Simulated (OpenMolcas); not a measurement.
**3d³ along the 21-electron sequence**

```yaml
Program: OpenMolcas
Method: RASSCF
Basis: ANO-RCC-VQZP
Scalar_Hamiltonian: DKH2, point nucleus
Spin-orbit_coupling: state interaction with AMFI integrals over the reference wave functions, term energies averaged over their components
```

Active space for each ion: 9 electrons in 8 orbitals (RAS1 3p, at most 2 holes; RAS2 3d).

Computed levels in cm-1 above ⁴F_3/2:

| Level | V2+ | Cr3+ | Mn4+ | Fe5+ | Co6+ | Ni7+ |
| --- | --- | --- | --- | --- | --- | --- |
| ⁴F_5/2 | 163 | 257 | 373 | 532 | 742 | 962 |
| ⁴F_7/2 | 387 | 608 | 880 | 1249 | 1733 | 2238 |
| ⁴F_9/2 | 669 | 1045 | 1507 | 2128 | 2935 | 3769 |
| ⁴P_1/2 | 13992 | 16720 | 19304 | 21742 | 24078 | 26659 |
| ⁴P_3/2 | 14066 | 16827 | 19443 | 21912 | 24269 | 26863 |
| ⁴P_5/2 | 14258 | 17138 | 19910 | 22605 | 25281 | 28216 |
| ²G_7/2 | 15187 | 18244 | 21139 | 23843 | 26409 | 29379 |
| ²G_9/2 | 15431 | 18621 | 21673 | 24579 | 27393 | 30614 |
| ²P_1/2 | 17908 | 21570 | 25086 | 28425 | 31642 | 35300 |
| weight of ⁴F in the lowest level (%) | 100 | 100 | 100 | 100 | 100 | 100 |

Measured, with the error of the calculation in %. Measured levels: V2+ from Sugar and Corliss, J. Phys. Chem. Ref. Data 7, 1191 (1978); Cr3+ from Sugar and Corliss, J. Phys. Chem. Ref. Data 6, 317 (1977); Mn4+ from Corliss and Sugar, J. Phys. Chem. Ref. Data 6, 1253 (1977); Fe5+ from Corliss and Sugar, J. Phys. Chem. Ref. Data 11, 135 (1982); Co6+ from Sugar and Corliss, J. Phys. Chem. Ref. Data 10, 1097 (1981); Ni7+ from Corliss and Sugar, J. Phys. Chem. Ref. Data 10, 197 (1981).

```csv
Level,V2+,Cr3+,Mn4+,Fe5+,Co6+,Ni7+
⁴F_5/2,146 (+12.0),236 (+8.8),359 (+3.8),511 (+4.0),698 (+6.3),1012 (-4.9)
⁴F_7/2,342 (+13.3),556 (+9.4),835 (+5.3),1188 (+5.1),1610 (+7.6),2184 (+2.5)
⁴F_9/2,584 (+14.5),946 (+10.5),1412 (+6.7),2001 (+6.4),2723 (+7.8),3721 (+1.3)
⁴P_1/2,11514 (+21.5),14059 (+18.9),16434 (+17.5),18738 (+16.0),21096 (+14.1),23261 (+14.6)
⁴P_3/2,11592 (+21.3),14177 (+18.7),16595 (+17.2),18942 (+15.7),21304 (+13.9),23710 (+13.3)
⁴P_5/2,11770 (+21.1),14471 (+18.4),17049 (+16.8),19611 (+15.3),22187 (+13.9),24669 (+14.4)
²G_7/2,11966 (+26.9),15052 (+21.2),17892 (+18.1),20616 (+15.6),,
²G_9/2,12187 (+26.6),15402 (+20.9),18399 (+17.8),21315 (+15.3),,
²P_1/2,15580 (+14.9),19519 (+10.5),23082 (+8.7),26496 (+7.3),,
```

The fine-structure level ⁴F_9/2 changes by a factor of 5.63 from V2+ to Ni7+. Its fourth root runs 5.09, 5.69, 6.23, 6.79, 7.36, 7.84, with steps per unit of Z of 0.60, 0.54, 0.56, 0.57, 0.47; equal steps would mean a (Z - σ)^4 law with constant σ.

⁴P_1/2 changes by a factor of 1.91 over the same range, with steps per unit of Z of +2730, +2580, +2440, +2340, +2580 cm-1.

Without dynamic correlation excited terms often stand tens of per cent too high (terms of higher spin than the ground term too low), and those without a measured partner can miss by more than the paired ones. Active for correlation alone: 3p; no level in the range computed is led by a configuration that opens it, so any true level of that kind is missing. Measured partners are found by configuration, term and J. A level has none where our copy of the source lacks it or the pairing is in doubt (some pairs that miss far off the trend of their configuration count as doubtful), and it then counts in no deviation. Levels of configurations outside the active space are missing.
